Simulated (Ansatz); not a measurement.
`[O]=[Mo](=[S])([Cl])[Cl]` + `N[SiH2]C(F)[SiH3]` → `[NH2][Mo](=[O])(=[S])[Cl]` + `FC([SiH3])[SiH2]Cl`  (redistribution)

Calculated with Ansatz (gas phase, PBE0-D4/def2-TZVP geometries, no zero-point term in ΔE). CBS: MP2 limit from def2 TZ/QZ plus the TZ coupled-cluster correction, frozen cores. Elements past krypton have def2 core potentials. For Mo outer-core shells are correlated without core-valence functions, which leaves a few kJ/mol of doubt a bond. One conformer a species, not always the lowest.

`[O]=[Mo](=[S])([Cl])[Cl]`:

```xyz
5

O    -0.427   -1.660    0.348
Mo   -0.021   -0.086    0.016
S    -0.607    1.070    1.661
Cl    2.195    0.072   -0.232
Cl   -1.139    0.603   -1.793
```

`N[SiH2]C(F)[SiH3]`:

```xyz
13

N    -1.501   -0.078   -1.523
Si   -1.340   -0.280    0.169
C     0.220    0.468    0.950
F     0.161    1.872    0.818
Si    1.860   -0.139    0.229
H    -0.928   -0.598   -2.167
H    -1.754    0.819   -1.904
H    -1.286   -1.735    0.472
H    -2.506    0.373    0.816
H     0.208    0.237    2.025
H     1.908    0.124   -1.233
H     3.005    0.544    0.884
H     1.952   -1.605    0.463
```

`[NH2][Mo](=[O])(=[S])[Cl]`:

Cartesian coordinates in Å:
```
N 1.127 -0.171 -0.410
Mo -0.668 0.027 0.197
O -1.500 -1.369 -0.174
S -0.629 0.345 2.280
Cl -1.649 1.787 -0.825
H 1.934 0.228 0.046
H 1.386 -0.848 -1.114
```

`FC([SiH3])[SiH2]Cl`:

Cartesian coordinates in Å:
```
F 0.632 0.433 -1.769
C 0.348 -0.265 -0.585
Si -1.534 -0.473 -0.429
Si 1.143 0.625 0.872
Cl 3.188 0.590 0.705
H 0.797 -1.264 -0.671
H -2.175 0.846 -0.199
H -1.803 -1.366 0.729
H -2.062 -1.080 -1.676
H 0.760 -0.085 2.117
H 0.705 2.038 0.907
```

| level | ΔE (eV) |
| --- | --- |
| HF/def2-TZVPP | -0.03 |
| MP2/def2-TZVPP | 0.18 |
| CCSD/def2-TZVPP | -0.01 |
| MP2/def2-QZVPP | 0.19 |
| SCS-MP2/def2-QZVPP | 0.15 |
| HF/CBS(def2) | -0.01 |
| MP2/CBS(def2) | 0.19 |
| CCSD/CBS(def2) | 0.00 |

**Question.** What does CCSD(T)/CBS give? (Best estimate.)

**Answer.** Computed: +0.02 eV. The listed levels differ from it by -0.05, 0.16, -0.03, 0.17, 0.13, -0.03, 0.17, -0.02 eV.

Largest T1 diagnostic among the species: 0.024, so the coupled-cluster value is less sure than usual.

In def2-TZVPP, CCSD(T) changes the Hartree–Fock value by +0.04 eV (the triples alone add +0.02 eV) and MP2 by +0.21 eV.
